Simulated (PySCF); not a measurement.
CH5BiO2, SMILES [CH3][Bi]([OH])[OH]. Heavy atoms are numbered as in [Bi:1]([CH3:2])([OH:6])[OH:8]. Hydrogens are named by the atom that carries them.

Geometry optimised at B3LYP-D3(BJ)/def2-SVP. The def2 effective core potentials stand for the cores of Bi; spin–orbit coupling is left out. The values are those of a single conformer.

The numbers are results of PySCF with HF/def2-TZVP, not measurements.

Atomic charges (e), one atom of each kind:

```json
[
 {"atom": "Bi1", "Mulliken": "1.19", "Löwdin": "0.98"},
 {"atom": "C2 (CH3)", "Mulliken": "___", "Löwdin": "-0.55"},
 {"atom": "H on C2", "Mulliken": "0.14", "Löwdin": "0.10"},
 {"atom": "O6 (OH)", "Mulliken": "___", "Löwdin": "-0.50"},
 {"atom": "H on O6", "Mulliken": "___", "Löwdin": "0.14"}
]
```

Complete the blanks. (Estimate from the structure and the level; the computed values follow.)


- C2 (CH3), Mulliken: -0.61
- O6 (OH), Mulliken: -0.81
- H on O6, Mulliken: 0.33
